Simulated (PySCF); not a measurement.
## Molecular orbitals of MgTl⁺

M06-2X at R = 3.359 Å; PySCF, scalar-relativistic core potentials, basis sets Mg def2-SVP, Tl def2-SVP with ECP60. State: ¹Σ⁺ (singlet), closed shell. Only the outer orbitals are listed, counted within each symmetry, core potentials removing the inner ones.

```json
{"orbital": "1δ", "occ.": "2", "ε (eV)": "-25.52", "on Mg (%)": "0", "main shells (%)": "100 Tl d"}
{"orbital": "1δ", "occ.": "2", "ε (eV)": "-25.52", "on Mg (%)": "0", "main shells (%)": "100 Tl d"}
{"orbital": "3π", "occ.": "2", "ε (eV)": "-25.44", "on Mg (%)": "0", "main shells (%)": "100 Tl d"}
{"orbital": "3π", "occ.": "2", "ε (eV)": "-25.44", "on Mg (%)": "0", "main shells (%)": "100 Tl d"}
{"orbital": "6σ", "occ.": "2", "ε (eV)": "-25.43", "on Mg (%)": "0", "main shells (%)": "100 Tl d"}
{"orbital": "7σ", "occ.": "2", "ε (eV)": "-16.76", "on Mg (%)": "4", "main shells (%)": "96 Tl s"}
{"orbital": "8σ", "occ.": "2", "ε (eV)": "-10.79", "on Mg (%)": "85", "main shells (%)": "84 Mg s, 13 Tl p"}
{"orbital": "4π", "occ.": "0", "ε (eV)": "-5.91", "on Mg (%)": "12", "main shells (%)": "88 Tl p, 10 Mg p"}
{"orbital": "4π", "occ.": "0", "ε (eV)": "-5.91", "on Mg (%)": "12", "main shells (%)": "88 Tl p, 10 Mg p"}
{"orbital": "9σ", "occ.": "0", "ε (eV)": "-5.78", "on Mg (%)": "44", "main shells (%)": "56 Tl p, 27 Mg p, 17 Mg s"}
```

Problem. Which are the highest filled and the lowest empty level, where do they sit, and how wide is the gap?

Solution. Highest filled 8σ at -10.79 eV (in %: 84 Mg s, 13 Tl p); lowest empty 4π at -5.91 eV (in %: 88 Tl p, 10 Mg p); the gap at M06-2X is 4.88 eV.

```
bond order (Mayer)                                                                                                 : 0.47
⟨S²⟩                                                                                                               : 0.000
charge on Mg (Mulliken, basis-dependent)                                                                           : 0.22
charge on Mg (Löwdin, basis-dependent)                                                                             : 0.29
dipole moment (positive dipole points towards Tl; it is taken about the centre of mass and depends on that origin) : -4.25 D
```

Closed-shell solutions of metal pairs were not tested for spin polarisation, which can lower them a little. Spin–orbit coupling is left out.
